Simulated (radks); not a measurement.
Problem. The mean radii <r> (bohr) of the occupied orbitals of an atom or ion are listed with their occupations. Calculated with a radial shooting solver on a logarithmic mesh with Libxc functionals: scalar-relativistic Kohn-Sham, r2SCAN, spin-polarised, spherical densities, finite nucleus; meta-GGA in the generalised Kohn-Sham scheme; Fermi nuclear charge, rms radius of each element as measured or else 0.836 A^(1/3) + 0.57 fm.

orbital  occ.      <r>
1s up       1  0.02906
1s down     1  0.02906
2s down     1   0.1255
2s up       1   0.1255
2p up       3   0.1096
2p down     3   0.1096
3s up       1   0.3386
3s down     1   0.3386
3p up       3   0.3372
3p down     3   0.3372
3d up       5   0.3146
3d down     5   0.3146
4s up       1   0.8202
4s down     1   0.8204
4p up       3   0.8857
4p down     3   0.8855
4d up       5    1.078
4d down     5    1.071
5p up       1    2.484

Name the element and its charge. Open shells, if any, are filled with parallel spins first.

Solution. Z = 50, tin, charge +3: Sn3+ in [Kr] 4d10 5p1. The 1s radius gives Z: for a bare nucleus <r> = (2 gamma + 1)/(2Z) with gamma = sqrt(1 - (Z/c)^2), 0.02862 bohr for Z = 50, and screening makes it slightly larger (0.02906 here). The occupations add up to 47, and the charge is Z minus that.
